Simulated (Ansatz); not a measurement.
Consider the cleavage of the Si–Si bond: `N[SiH2][SiH](O)F` + `[SiH3]S` → `N[SiH2]S[SiH3]` + `O[SiH2]F`.

Calculated with Ansatz (gas phase, PBE0-D4/def2-TZVP geometries, no zero-point term in ΔE). CBS: MP2 limit from def2 TZ/QZ plus the TZ coupled-cluster correction, frozen cores. One conformer a species, not always the lowest.

`N[SiH2][SiH](O)F`:

```xyz
11

N     0.274    1.324   -1.006
Si    0.844    0.574    0.459
Si   -0.506   -1.349    0.605
O    -1.536   -1.221   -0.663
F    -1.305   -1.337    1.994
H     0.505    0.882   -1.884
H     0.379    2.323   -1.094
H     2.307    0.273    0.492
H     0.555    1.533    1.558
H     0.129   -2.685    0.521
H    -1.646   -0.318   -0.982
```

`[SiH3]S`:

Z-matrix (Å, degrees):
```
Si
S 1 2.137
H 1 1.485 2 111.6
H 1 1.485 2 111.6 3 -122.0
H 1 1.482 2 104.8 3 119.0
H 2 1.344 1 94.7 3 60.9
```

`N[SiH2]S[SiH3]`:

Cartesian coordinates in Å:
```
N 0.390 -0.037 -2.461
Si 0.060 -0.554 -0.868
S 1.221 0.468 0.631
Si -0.267 0.481 2.159
H 0.242 0.922 -2.732
H 1.158 -0.446 -2.967
H 0.365 -2.003 -0.820
H -1.366 -0.300 -0.532
H -1.399 1.371 1.798
H 0.395 0.983 3.388
H -0.799 -0.885 2.406
```

`O[SiH2]F`:

Cartesian coordinates in Å:
```
O 0.333 0.715 -0.999
Si 0.077 -0.161 0.351
F -0.230 -1.686 -0.007
H -0.408 0.917 -1.571
H 1.332 -0.112 1.123
H -1.104 0.326 1.103
```

```
          level  ΔE (eV)
  HF/def2-TZVPP    -1.04
CCSD/def2-TZVPP    -0.94
```

Task: What does CCSD(T)/CBS give? (Estimate.)

Result: Ansatz gave: -0.97 eV. The listed levels differ from it by -0.07, 0.03 eV.

Largest T1 diagnostic among the species: 0.012.

From PBE to PBE0 (25 % exact exchange), in def2-TZVPP and without D4, ΔE moves by −0.08 eV.
